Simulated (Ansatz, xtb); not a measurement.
## Two isomers of C4H2F3N

We compare X, `C=C(C#N)C(F)(F)F`, a singlet, with Y, `N#C/C=C\C(F)(F)F`, a singlet. Both are isolated molecules in the gas phase, relaxed with PBE0-D3(BJ)/def2-SVP.

X (Å):

```yaml
atoms:
  - { symbol: C, position_ang: [-1.4332, -0.5370, -2.7029] }
  - { symbol: C, position_ang: [-0.8893, -0.5881, -1.4818] }
  - { symbol: C, position_ang: [-0.2426, -1.7608, -0.9776] }
  - { symbol: C, position_ang: [-0.9198, 0.5985, -0.5422] }
  - { symbol: F, position_ang: [-1.5551, 0.2892, 0.5858] }
  - { symbol: F, position_ang: [-1.5410, 1.6362, -1.0961] }
  - { symbol: F, position_ang: [0.3155, 0.9774, -0.2226] }
  - { symbol: N, position_ang: [0.2823, -2.7066, -0.5629] }
  - { symbol: H, position_ang: [-1.4017, -1.4021, -3.3674] }
  - { symbol: H, position_ang: [-1.9179, 0.3768, -3.0508] }
```

Y (Å):

```xyz
10

C     1.4076    2.2733   -1.1628
C     0.0142    1.9819   -1.2739
C    -0.5467    0.7780   -1.4330
C     0.1592   -0.5405   -1.5310
F    -0.1388   -1.1281   -2.6924
F    -0.2572   -1.3504   -0.5543
F     1.4786   -0.4370   -1.4472
N     2.5153    2.5991   -1.0646
H    -0.6390    2.8587   -1.2191
H    -1.6343    0.6988   -1.5038
```

Quicker runs give these differences E(Y) − E(X): GFN2-xTB −0.18 kcal/mol; HF/STO-3G +0.96 kcal/mol (at GFN2-xTB geometries); r2SCAN-D4/def2-SVP +0.64 kcal/mol (at GFN2-xTB geometries).

Q: Estimate E(Y) − E(X) at the level CCSD(T)/def2-SVP + ΔMP2/def2-TZVPP.

A: Too close to call at this level: CCSD(T)/def2-SVP + ΔMP2/def2-TZVPP gives E(Y) − E(X) = +0.87 kcal/mol.

How the difference moves with the method:

```json
{"level": "GFN2-xTB", "geometry": "GFN2-xTB", "E(Y) − E(X) (kcal/mol)": "−0.18", "departure from the last row (kcal/mol)": "−1.05", "job, with rough time for the two": "optimisation, 0.17 s"}
{"level": "HF/STO-3G", "geometry": "GFN2-xTB", "E(Y) − E(X) (kcal/mol)": "+0.96", "departure from the last row (kcal/mol)": "+0.09", "job, with rough time for the two": "single point, 0.67 s"}
{"level": "r2SCAN-D4/def2-SVP", "geometry": "GFN2-xTB", "E(Y) − E(X) (kcal/mol)": "+0.64", "departure from the last row (kcal/mol)": "−0.23", "job, with rough time for the two": "single point, 3.5 s"}
{"level": "PBE0-D3(BJ)/def2-SVP", "geometry": "PBE0-D3(BJ)/def2-SVP", "E(Y) − E(X) (kcal/mol)": "+0.68", "departure from the last row (kcal/mol)": "−0.19", "job, with rough time for the two": "optimisation, 41 s"}
{"level": "HF/def2-SVP", "geometry": "PBE0-D3(BJ)/def2-SVP", "E(Y) − E(X) (kcal/mol)": "+1.67", "departure from the last row (kcal/mol)": "+0.80", "job, with rough time for the two": "part of the CCSD(T) run"}
{"level": "MP2/def2-SVP", "geometry": "PBE0-D3(BJ)/def2-SVP", "E(Y) − E(X) (kcal/mol)": "+1.56", "departure from the last row (kcal/mol)": "+0.69", "job, with rough time for the two": "part of the CCSD(T) run"}
{"level": "CCSD(T)/def2-SVP", "geometry": "PBE0-D3(BJ)/def2-SVP", "E(Y) − E(X) (kcal/mol)": "+1.80", "departure from the last row (kcal/mol)": "+0.93", "job, with rough time for the two": "single point"}
{"level": "CCSD(T)/def2-SVP + ΔMP2/def2-TZVPP", "geometry": "PBE0-D3(BJ)/def2-SVP", "E(Y) − E(X) (kcal/mol)": "+0.87", "departure from the last row (kcal/mol)": "", "job, with rough time for the two": "single point, 80 s"}
```

As drawn, both hold the same kinds of bond in the same numbers.

The largest departure from CCSD(T)/def2-SVP + ΔMP2/def2-TZVPP is that of GFN2-xTB, 1.05 kcal/mol. A small imaginary or near-zero mode remains, so no thermal terms are given. The last row adds to CCSD(T) the change of the MP2 difference between the two basis sets, here −0.93 kcal/mol.

The correlated steps freeze 8 core orbitals. Codes used: Ansatz 0.2.0, xtb 6.7.1; the last row on 2 threads of Intel(R) Xeon(R) Processor @ 2.70GHz on a shared host.
